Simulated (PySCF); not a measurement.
C₄H₃Cl₂F.
Atom-mapped SMILES: `[F:1][C@:2]1([Cl:3])[CH:4]=[C:5]1[CH2:6][Cl:7]` (hydrogens: H8 on C4; H9, H10 on C6)

Vertical excitations from PySCF (density fitting, frozen core in the response, grid level 2 and gas phase unless stated; continuum runs use non-equilibrium linear response for the excitations) on a GFN2-xTB geometry. Reference run:

| settings | S1, eV (f) | S2, eV (f) | S3, eV (f) | S4, eV (f) | S5, eV (f) | S6, eV (f) | T1, eV (Tamm–Dancoff) | mean α (au) |
| --- | --- | --- | --- | --- | --- | --- | --- | --- |
| PBE0/def2-SVPD, full TDDFT, 6 singlets | 5.82 (0.005) | 6.77 (0.029) | 6.96 (0.060) | 7.04 (0.002) | 7.11 (0.022) | 7.19 (0.001) | 4.77 | 74.5 |

What do these settings give: PBE0/def2-SVPD, damping 0.3 at the start, DIIS from the seventh cycle, TDA, 3 singlets?

| settings | S1, eV (f) | S2, eV (f) | S3, eV (f) | S4, eV (f) | S5, eV (f) | S6, eV (f) | T1, eV (Tamm–Dancoff) | mean α (au) |
| --- | --- | --- | --- | --- | --- | --- | --- | --- |
| PBE0/def2-SVPD, damping 0.3 at the start, DIIS from the seventh cycle, TDA, 3 singlets | 5.84 (0.006) | 6.85 (0.022) | 7.00 (0.058) | – | – | – | 4.77 | 74.5 |

S1 moves by +0.02 eV. States are counted by energy in each run and needn't keep their character from row to row.

Give the leading configurations of S1 (H = HOMO, L = LUMO) and the HOMO–LUMO gap of each run.

```tsv
settings	S1 configurations (weight)	S1 (eV)	orbital gap (eV)	S1 − gap (eV)
PBE0/def2-SVPD, full TDDFT, 6 singlets	H→L 0.97	5.82	7.39	-1.57
PBE0/def2-SVPD, damping 0.3 at the start, DIIS from the seventh cycle, TDA, 3 singlets	H→L 0.97	5.84	7.39	-1.55
```

The values belong to the conformer `[F:1][C@:2]1([Cl:3])[CH:4]=[C:5]1[CH2:6][Cl:7]`: C4–C5–C6–Cl7 0°.
